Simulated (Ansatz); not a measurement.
Basis-set extrapolation for F3OSi, SMILES `[O][Si](F)(F)F` radical (PBE0-D4/def2-TZVP geometry, frozen core, the Gaussian-basis code of Ansatz). Multiplicity 2, UHF reference.

```tsv
	def2-TZVPP	def2-QZVPP
HF	-662.510445	-662.538666
MP2 correlation	-1.032645	-1.132663
CCSD(T) correlation	-1.074835	not run
```

Energies in hartree. Use E(X) = E(∞) + A·exp(−7.88·√X) for Hartree–Fock and E(X) = E(∞) + B·X^(−2.97) for correlation, with X = 3 and 4, and add CCSD(T) minus MP2 of the smaller set to the MP2 limit.

Q: What is the CCSD(T) energy at the basis-set limit?

A: HF limit: -662.538666 + (-0.028221) × 0.13774 = -662.54255. MP2 limit: -1.132663 + (-0.100018) × 0.74074 = -1.20675. Higher-order term: -1.074835 − (-1.032645) = -0.04219. Total: -663.79149 hartree, 5.61 eV below CCSD(T)/def2-TZVPP.
